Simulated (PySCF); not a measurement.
# Two-photon absorption: `FC(=C=C=C=CC)C`, C₇H₇F

Geometry:
| atom | x (Å) | y (Å) | z (Å) |
| --- | --- | --- | --- |
| C1 | -3.477 | 0.849 | -0.311 |
| C2 | -2.572 | -0.339 | -0.384 |
| C3 | -1.306 | -0.359 | -0.012 |
| C4 | -0.076 | -0.373 | 0.351 |
| C5 | 1.154 | -0.394 | 0.708 |
| C6 | 2.432 | -0.415 | 1.041 |
| C7 | 3.589 | -0.115 | 0.160 |
| F8 | 2.796 | -0.730 | 2.293 |
| H9 | -4.357 | 0.625 | 0.315 |
| H10 | -3.859 | 1.108 | -1.312 |
| H11 | -2.963 | 1.725 | 0.106 |
| H12 | -3.004 | -1.270 | -0.781 |
| H13 | 4.260 | -0.988 | 0.106 |
| H14 | 3.256 | 0.145 | -0.852 |
| H15 | 4.172 | 0.723 | 0.576 |

Theory: TDDFT CAM-B3LYP/aug-cc-pVDZ excited states, vertical, gas phase in PySCF. Geometry: PBE0-D3(BJ)/def2-SVP.

**Question.** How strongly do the lowest singlets absorb one photon, and two photons of half the energy?

**Answer.** δ for parallel linear polarisation; σ at the peak of a Lorentzian of half width 0.1 eV, single beam; Ω is circular over linear.
| state | E (eV) | f | photon λ (nm) | δ (au) | σ (GM) | Ω | main |
| --- | --- | --- | --- | --- | --- | --- | --- |
| S1 | 3.32 | 0.000 | 746 | 0.11 | 0.00 | 1.49 | HOMO→LUMO 0.98 |
| S2 | 4.30 | 0.000 | 577 | 0.12 | 0.00 | 1.38 | HOMO−1→LUMO+1 0.83 |
| S3 | 4.81 | 0.001 | 515 | 33.1 | 0.28 | 0.42 | HOMO−1→LUMO 0.49, HOMO→LUMO+1 0.44 |
| S4 | 5.58 | 0.059 | 444 | 76.9 | 0.88 | 0.38 | HOMO→LUMO+2 0.71, HOMO→LUMO+1 0.08 |
| S5 | 5.89 | 2.232 | 421 | 46.5 | 0.59 | 0.38 | HOMO−1→LUMO 0.42, HOMO→LUMO+1 0.41 |
| S6 | 6.02 | 0.008 | 412 | 35.1 | 0.47 | 1.49 | HOMO−1→LUMO+2 0.61, HOMO−1→LUMO+3 0.12 |

Among these, the strongest one-photon state is S5, the strongest two-photon state S4, with a dipole change of 3.5 D (relaxed, norm of the difference vector).
